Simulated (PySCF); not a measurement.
How methods differ on the excitation energy of Ir²⁺

Ir²⁺ [Xe] 4f14 5d7 (4F) → Ir²⁺ [Xe] 4f14 5d6 6p1 (high-spin determinant), as a difference of total energies. Computed with PySCF 2.14 in def2-QZVPPD with the def2 core potential (60 electrons) (7s5p4d4f2g, 88 functions), with a scalar-relativistic core potential. Correlated levels: valence: 5s2 5p6 frozen. The calculations carry no spin-orbit coupling.

| method | excitation energy (eV) |
| --- | --- |
| UHF | 8.921 |
| MP2 (valence) | 9.690 |
| SCS-MP2 (valence) | 10.133 |
| CCSD (valence) | 9.604 |
| CCSD(T) (valence) | 9.615 |

How much does correlation contribute at CCSD(T) (valence)?

9.615 − (8.921) = 0.694 eV, measured against UHF.

The determinant of the upper state mixes LS terms, which raises its energy above the lowest term, most at the Hartree-Fock and MP2 levels.
